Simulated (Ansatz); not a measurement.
Isolated molecules relaxed with PBE0-D4/def2-TZVP in Ansatz; ΔE leaves out vibrations. CCSD(T)/CBS adds triple-zeta CCSD(T) − MP2 to the extrapolated MP2 energy (def2 sets, frozen cores). For Ge outer-core shells are correlated without core-valence functions, which leaves a few kJ/mol of doubt a bond. Scalar relativity is left out up to krypton. Each species was taken in one conformer, which may not be the lowest.

Reaction (formal exchange of groups at the Si–O bond): `C=C(F)O[SiH3]` + `[BH2][GeH2][Cl]` → `[SiH3][BH][GeH2][Cl]` + `C=C(O)F`

```
               species  SCS-MP2/def2-QZVPP energy (Eh)
       `C=C(F)O[SiH3]`                      -543.02732
     `[BH2][GeH2][Cl]`                     -2562.76504
`[SiH3][BH][GeH2][Cl]`                     -2853.01610
             `C=C(O)F`                      -252.73562
```

Task: Work out ΔE.

Result: ΔE = (-2853.01610) + (-252.73562) − (-543.02732) − (-2562.76504) = 0.04064 Eh = +106.7 kJ/mol. CCSD(T)/CBS gives +93.8 kJ/mol.

Largest T1 diagnostic among the species: 0.012.

From PBE to PBE0 (25 % exact exchange), in def2-TZVPP and without D4, ΔE moves by +7.9 kJ/mol. In def2-TZVPP, CCSD(T) changes the Hartree–Fock value by −23.6 kJ/mol (the triples alone add −2.8 kJ/mol) and MP2 by −15.2 kJ/mol.
